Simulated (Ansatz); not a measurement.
Consider the ligand exchange at the Si–O bond: `CO[SiH](C)[SiH3]` + `[NH2][AlH2]` → `C[SiH]([SiH3])[NH][AlH2]` + CH₃OH.

Program: Ansatz. Geometries: PBE0-D4/def2-TZVP. ΔE: electronic, gas phase. CCSD(T)/CBS adds triple-zeta CCSD(T) − MP2 to the extrapolated MP2 energy (def2 sets, frozen cores). This one scheme is used for every species. Functionals use def2-TZVPP. Each species was taken in one conformer, which may not be the lowest.

`CO[SiH](C)[SiH3]`:

Z-matrix (Å, degrees):
```
C
O 1 1.407
H 1 1.092 2 108.4
H 1 1.096 2 111.5 3 119.2
H 1 1.097 2 111.6 3 -119.3
Si 2 1.651 1 122.7 3 171.2
Si 6 2.341 2 105.7 1 -173.4
C 6 1.870 2 112.1 1 64.4
H 6 1.497 2 109.0 1 -54.9
H 7 1.490 6 109.6 2 178.6
H 7 1.489 6 110.8 2 -62.4
H 7 1.488 6 111.4 2 58.7
H 8 1.092 6 111.3 2 59.6
H 8 1.094 6 110.0 2 179.4
H 8 1.093 6 111.3 2 -61.4
```

`[NH2][AlH2]`:

```xyz
6

N     0.274   -0.638   -0.630
Al   -0.242    0.564    0.557
H    -0.348   -1.229   -1.159
H     1.231   -0.832   -0.876
H    -1.795    0.731    0.815
H     0.880    1.404    1.294
```

`C[SiH]([SiH3])[NH][AlH2]`:

Z-matrix (Å, degrees):
```
C
Si 1 1.873
H 1 1.093 2 111.2
H 1 1.093 2 110.7 3 119.9
H 1 1.093 2 110.6 3 -120.1
Si 2 2.349 1 109.7 3 -61.3
N 2 1.735 1 112.7 3 61.8
H 2 1.491 1 109.3 3 179.3
H 6 1.490 2 111.1 1 -174.1
H 6 1.493 2 110.0 1 66.8
H 6 1.491 2 112.1 1 -52.8
Al 7 1.782 2 129.2 1 117.0
H 7 1.013 2 114.6 1 -65.4
H 12 1.580 7 118.2 2 -2.5
H 12 1.584 7 117.5 2 177.8
```

CH₃OH:

Z-matrix (Å, degrees):
```
C
O 1 1.409
H 1 1.097 2 112.4
H 1 1.090 2 107.0 3 -118.5
H 1 1.097 2 112.4 3 123.0
H 2 0.959 1 108.5 3 -61.6
```

(1) Is it downhill or uphill in electronic energy at CCSD(T)/CBS, and by how much? (Best estimate.)

(2) What do these levels give: PBE0-D4, MP2/def2-TZVPP, CCSD(T)/def2-TZVPP, HF/CBS(def2), MP2/CBS(def2), CCSD/CBS(def2)? (Best estimate.)

Largest T1 diagnostic among the species: 0.012.

Results:

(1) The calculation gave: Uphill: ΔE = +34.2 kJ/mol.

(2) The calculation gave: PBE0-D4 31.0, MP2/def2-TZVPP 33.9, CCSD(T)/def2-TZVPP 33.8, HF/CBS(def2) 43.7, MP2/CBS(def2) 34.3, CCSD/CBS(def2) 35.8 kJ/mol.

In def2-TZVPP, CCSD(T) changes the Hartree–Fock value by −9.5 kJ/mol (the triples alone add −1.6 kJ/mol) and MP2 by −9.4 kJ/mol. The D4 term adds −3.4 kJ/mol with B3LYP and −1.9 kJ/mol with PBE0; it sums over pairs of atoms, weighted by their polarisabilities, and B3LYP, whose exchange is more repulsive, gets the larger term.

B3LYP here is the variant with VWN-RPA as its local correlation; programs differ in this.
